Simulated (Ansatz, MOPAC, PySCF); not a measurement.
Complex: CH4OSe (SMILES CO[SeH]) (first 7 atoms) with CH4 (SMILES C); geometry from B3LYP-D3(BJ)/def2-TZVP, rigid monomers moved along the line of their centres of mass till O2···H12 is 3.76 Å.
(charge 0, multiplicity 1):
```xyz
12

C      1.83533     0.80635     0.80194
O      0.43782     0.76897     0.52308
Se    -0.24135    -0.88503     0.22623
H      2.09296     0.17889     1.65841
H      2.06492     1.84780     1.03216
H      2.42250     0.48973    -0.06534
H      0.16879    -0.97807    -1.19632
C     -0.10410     0.12711     5.02486
H      0.15070    -0.85280     4.62197
H     -0.96889     0.03398     5.68045
H      0.74081     0.51450     5.59333
H     -0.33604     0.80731     4.20703
```

Counterpoise-corrected where a basis set is named; no monomer relaxation. Rows marked so take none.

Correlated levels freeze the cores. Filled d and f shells under p-block atoms count as core. Rows in 6-31G*, STO-3G carry no dispersion term and start afresh at each structure (6-31G* with six Cartesian d functions); the Pople sets are all-electron and without relativity. MP2/6-31G* freezes PySCF's default core, which leaves 3d correlated. The state reached by PM3, PM7 isn't checked; PM7 holds dispersion and hydrogen-bond terms.

Programs: Ansatz (a program for electronic structure); MOPAC for PM3, PM7 (differences of heats of formation); PySCF for 6-31G* rows, STO-3G rows, the dispersion terms. Values without a source in brackets are computed.

Other levels give for the interaction energy: PBE/def2-TZVPPD -1.1; B3LYP/def2-TZVPPD 0.3; B3LYP-D3(BJ)/def2-TZVPPD -2.3; wB97M-V/def2-TZVPPD -2.2; CCSD(T)/aug-cc-pVDZ -2.1 kJ/mol.

Q: What do these common cheap choices give for the same quantity: PM3, PM7, HF/STO-3G (no counterpoise), HF/6-31G*, HF/6-31G* (no counterpoise), B3LYP/6-31G*, MP2/6-31G*, MP2/6-31G* (no counterpoise)?

A: PM3 -0.4; PM7 -1.8; HF/STO-3G (no counterpoise) -0.2; HF/6-31G* -0.2; HF/6-31G* (no counterpoise) -0.7; B3LYP/6-31G* 0.2; MP2/6-31G* -1.1; MP2/6-31G* (no counterpoise) -2.0 kJ/mol. They span -2.0 to 0.2 kJ/mol.
